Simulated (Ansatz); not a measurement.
Calculated with Ansatz (gas phase, PBE0-D4/def2-TZVP geometries, no zero-point term in ΔE). CCSD(T)/CBS adds triple-zeta CCSD(T) − MP2 to the extrapolated MP2 energy (def2 sets, frozen cores). This one scheme is used for every species, atoms too. DFT in def2-TZVPP. B3LYP here is the variant with VWN-RPA as its local correlation; programs differ in this. Open shells (•) are unrestricted, without spin–orbit coupling. Spin–orbit coupling would lower the free atoms: a little for C, Cl, O; clearly for Ge. Bonds to Ge are less sure, by a few kJ/mol each and by 10 to 20 or more in all where they break to atoms, as the def2 sets lack core-valence functions. Scalar relativity is left out up to krypton. Each species was taken in one conformer, which may not be the lowest.

Consider the atomization: `C[O][GeH]([NH2])[Cl]` → C• + Cl• + Ge• + 6 H• + N• + O•.

CCSD(T)/CBS gives +39.24 eV.

**Question.** Another level gave +38.57 eV. Which?
A. CCSD(T)/def2-TZVPP
B. PBE0-D4/def2-TZVPP
C. CCSD/def2-TZVPP
D. B3LYP/def2-TZVPP

**Answer.** D. B3LYP 38.57, PBE0-D4 38.96, CCSD(T)/def2-TZVPP 38.19, CCSD/def2-TZVPP 37.54 eV.

Largest T1 diagnostic among the species: 0.011.

In def2-TZVPP, CCSD(T) changes the Hartree–Fock value by +10.96 eV (the triples alone add +0.65 eV) and MP2 by +11.59 eV; breaking electron pairs costs correlation energy, which Hartree–Fock lacks. The D4 term adds +0.39 eV with B3LYP and +0.21 eV with PBE0; it sums over pairs of atoms, weighted by their polarisabilities, and B3LYP, whose exchange is more repulsive, gets the larger term. From PBE to PBE0 (25 % exact exchange), in def2-TZVPP and without D4, ΔE moves by −0.76 eV: exact exchange takes away binding that semilocal exchange gives to molecules.

For atomizations the MP2-based limit and the directly extrapolated one differ by several kJ/mol either way, and by 10 to 25 for some Ge, Se and Sn compounds, so smaller differences from it don't rank the levels.
